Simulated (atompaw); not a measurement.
## Reading a pseudo-wave (copper)

Columns: radius, all-electron u(r) and pseudo u(r) of the 3d shell (level -7.03 eV) of copper in the configuration [Ne] 3s2 3p6 3d10 4s0.75 4p0; PBE, scalar-relativistic, PAW (atompaw) scheme, atompaw 4.2.0.5.

| r (bohr) | all-electron | pseudo |
| --- | --- | --- |
| 0.069 | 0.0440 | 0.0003 |
| 0.138 | 0.2007 | 0.0022 |
| 0.208 | 0.4096 | 0.0075 |
| 0.277 | 0.6040 | 0.0171 |
| 0.346 | 0.7590 | 0.0320 |
| 0.415 | 0.8684 | 0.0528 |
| 0.485 | 0.9362 | 0.0798 |
| 0.554 | 0.9676 | 0.1120 |
| 0.623 | 0.9725 | 0.1490 |
| 0.692 | 0.9586 | 0.1899 |
| 0.762 | 0.9318 | 0.2340 |
| 0.831 | 0.8975 | 0.2787 |
| 0.900 | 0.8588 | 0.3229 |
| 0.969 | 0.8181 | 0.3650 |
| 1.038 | 0.7769 | 0.4031 |
| 1.108 | 0.7356 | 0.4363 |
| 1.177 | 0.6960 | 0.4625 |
| 1.246 | 0.6580 | 0.4815 |
| 1.315 | 0.6218 | 0.4935 |
| 1.385 | 0.5869 | 0.4989 |
| 1.454 | 0.5545 | 0.4982 |
| 1.523 | 0.5240 | 0.4920 |
| 1.592 | 0.4952 | 0.4804 |
| 1.662 | 0.4677 | 0.4632 |
| 1.731 | 0.4424 | 0.4418 |
| 1.800 | 0.4185 | 0.4185 |

Task: How many radial nodes do the two functions have?

Result: The all-electron 3d function has n − l − 1 = 0; the pseudo-wave has 0.

Task: Where does each function peak?

Result: Outermost all-electron maximum near 0.62 bohr, pseudo maximum near 1.39 bohr (to the table’s step).

Task: Is the pseudo-wave norm-conserving?

Result: No, it belongs to a PAW set: the norm inside the radius is not constrained, and the difference is carried by the augmentation charge.
